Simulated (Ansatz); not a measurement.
(MgSe)4 ring (Mg4Se4), relaxed as a singlet with RKS r2SCAN-D4/def2-SVP in Ansatz, starting from the GFN2-xTB geometry. Force threshold 0.02 eV/Å.

Another isomer (singlet) lies 1.97 eV lower at PBE0-D4/def2-TZVP; other spin states weren't run for this one.

Start:

```xyz
8

Mg   -0.078   -0.794   -2.369
Mg   -1.885    1.508   -0.472
Mg    0.086    0.801    2.370
Mg    1.865   -1.525    0.478
Se   -1.904    0.709   -2.728
Se   -1.745    2.234    1.803
Se    1.907   -0.707    2.726
Se    1.754   -2.227   -1.808
```

```json
{"step": "1", "energy (eV)": "-283145.1466", "largest force component (eV/Å)": "0.143", "SCF passes": "16"}
{"step": "2", "energy (eV)": "-283145.1630", "largest force component (eV/Å)": "0.071", "SCF passes": "18"}
{"step": "3", "energy (eV)": "-283145.1663", "largest force component (eV/Å)": "0.004", "SCF passes": "17"}
```

Force components are those of the run's own axes.

End:

Cartesian coordinates in Å:
```
Mg -0.071 -0.814 -2.394
Mg -1.928 1.558 -0.473
Mg 0.072 0.815 2.393
Mg 1.927 -1.559 0.474
Se -1.909 0.710 -2.730
Se -1.770 2.263 1.827
Se 1.907 -0.712 2.731
Se 1.773 -2.260 -1.828
```

By distances, no bond broke or formed. The bond that changes most is Mg3–Se7, from 2.39 to 2.41 Å (atoms count from 1).

No frequencies were taken in this run, so the end may be a saddle point.

Hardware: 4 threads of Arm Neoverse V1 on a shared host. Wall time 21 s.
